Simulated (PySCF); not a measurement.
Working out the ionisation energy of Se²⁰⁺

Se²⁰⁺ [Ne] 3s2 3p2 (3P) → Se²¹⁺ [Ne] 3s2 3p1 (2P). Computed with PySCF 2.14 in an even-tempered Gaussian basis (18 s from 1.9 bohr⁻², ratio 2.5; 12 p from 2.4 bohr⁻², ratio 2.5; 5 d from 11 bohr⁻², ratio 2.7; 4 f from 17 bohr⁻², ratio 2.7), with scalar relativity by spin-free X2C-1e. Frozen: 1s2; the 22 highest virtual orbitals dropped. Energies in hartree (1 hartree = 27.21139 eV):

| part | Se²⁰⁺ (lower) | Se²¹⁺ (upper) |
| --- | --- | --- |
| UHF | -2193.915289 | -2163.018928 |
| MP2 opposite-spin | -0.346261 | -0.337326 |
| MP2 same-spin | -0.118395 | -0.105606 |

Task: What does Hartree-Fock give?

Result: (-2163.018928) − (-2193.915289) = 30.896361 hartree = 840.733 eV.

Task: What do MP2 and SCS-MP2 (6/5 opposite-spin, 1/3 same-spin) give?

Result: The opposite-spin parts differ by 0.243 eV and the same-spin parts by 0.348 eV. MP2: 840.733 + (0.243) + (0.348) = 841.324 eV. SCS-MP2: 840.733 + 1.2 × (0.243) + (0.348)/3 = 841.141 eV.

Reference: 845.8 ± 2 eV (semi-empirical (NIST evaluation); NIST Atomic Spectra Database, ionization energies), between the lowest levels; spin-orbit coupling is absent from the calculation.

What remains against the reference includes basis incompleteness, the frozen core and correlation beyond second order.
